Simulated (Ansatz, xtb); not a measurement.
# Two isomers of C4H7F3NSi+

We compare X, `C=[N+](C)/C=C/[Si](F)(F)F`, a singlet, with Y, `C=[N+](C)/C=C\[Si](F)(F)F`, a singlet. Both are isolated ions in the gas phase, relaxed with r2SCAN-D4/def2-SVP; the shapes shown needn't be the lowest conformers.

X (Å):

```yaml
atoms:
  - { symbol: C, position_ang: [-2.3785, 0.8693, 0.8325] }
  - { symbol: C, position_ang: [-0.3150, 2.0892, 1.0771] }
  - { symbol: C, position_ang: [-0.5770, 0.1908, -0.5308] }
  - { symbol: C, position_ang: [0.6863, 0.2865, -0.9705] }
  - { symbol: F, position_ang: [2.4921, -1.7516, -1.7255] }
  - { symbol: F, position_ang: [0.0328, -1.8408, -2.6213] }
  - { symbol: F, position_ang: [1.7225, -0.0811, -3.5736] }
  - { symbol: N, position_ang: [-1.1488, 1.0361, 0.4716] }
  - { symbol: Si, position_ang: [1.2749, -0.8949, -2.2835] }
  - { symbol: H, position_ang: [-2.8123, 1.5174, 1.5989] }
  - { symbol: H, position_ang: [-2.9733, 0.0779, 0.3647] }
  - { symbol: H, position_ang: [-0.9078, 2.6352, 1.8184] }
  - { symbol: H, position_ang: [0.5529, 1.6204, 1.5605] }
  - { symbol: H, position_ang: [0.0216, 2.7736, 0.2865] }
  - { symbol: H, position_ang: [-1.2835, -0.5549, -0.9107] }
  - { symbol: H, position_ang: [1.3729, 1.0426, -0.5730] }
```

Y (Å):

```xyz
16

C     1.2269   -1.0871   -1.5604
C     2.3187    0.3362    0.0671
C     0.3271   -0.9884    0.6525
C    -0.9946   -1.0381    0.4388
F    -2.0284   -1.8683   -2.0503
F    -3.3629   -0.0286   -0.7316
F    -1.0690    0.5111   -1.9025
N     1.2841   -0.6209   -0.3616
Si   -1.9276   -0.5849   -1.1039
H     1.9415   -0.7375   -2.3122
H     0.4715   -1.8392   -1.8143
H     2.8604   -0.0956    0.9211
H     1.8234    1.2655    0.3833
H     3.0103    0.5293   -0.7605
H     0.7985   -1.1738    1.6240
H    -1.5880   -1.3417    1.3121
```

Quicker runs give these differences E(Y) − E(X): GFN2-xTB −1.8 kJ/mol; HF/STO-3G +17.5 kJ/mol (at GFN2-xTB geometries); r2SCAN-D4/def2-SVP//GFN2-xTB +8.9 kJ/mol.

Q: Estimate which is lower in electronic energy at CCSD(T)/def2-SVP + ΔMP2/def2-TZVPP, and by roughly how much.

A: The CCSD(T)/def2-SVP + ΔMP2/def2-TZVPP calculation puts structure X lower, by 9.3 kJ/mol.

The same difference at several levels:

```tsv
level	geometry	E(Y) − E(X) (kJ/mol)	departure from the last row (kJ/mol)	job, with rough time for the two
GFN2-xTB	GFN2-xTB	−1.8	−11.1	optimisation, 0.34 s
HF/STO-3G	GFN2-xTB	+17.5	+8.2	single point, 0.56 s
r2SCAN-D4/def2-SVP//GFN2-xTB	GFN2-xTB	+8.9	−0.4	single point, 4.8 s
r2SCAN-D4/def2-SVP	r2SCAN-D4/def2-SVP	+7.8	−1.5	optimisation, 59 s
HF/def2-SVP	r2SCAN-D4/def2-SVP	+11.3	+2.0	part of the CCSD(T) run
MP2/def2-SVP	r2SCAN-D4/def2-SVP	+7.2	−2.1	part of the CCSD(T) run
CCSD(T)/def2-SVP	r2SCAN-D4/def2-SVP	+7.1	−2.3	single point
CCSD(T)/def2-SVP + ΔMP2/def2-TZVPP	r2SCAN-D4/def2-SVP	+9.3		single point, 3.7 min
```

As drawn, both hold the same kinds of bond in the same numbers.

GFN2-xTB finds them nearly level. The largest departure from CCSD(T)/def2-SVP + ΔMP2/def2-TZVPP is that of GFN2-xTB, 11.1 kJ/mol. The last row adds to CCSD(T) the change of the MP2 difference between the two basis sets, here +2.3 kJ/mol.

With thermal terms from frequencies at re-optimised GFN2-xTB minima (ideal gas, soft modes damped towards free rotors, one conformer each, 298.15 K, 1 atm): the zero-point term adds −0.5 kJ/mol; ΔH is +8.6 and ΔG +10.0 kJ/mol.

The correlated steps freeze 13 core orbitals. Run with Ansatz 0.2.0, xtb 6.7.1; the last row on 4 threads of Arm Neoverse V1 on a shared host.
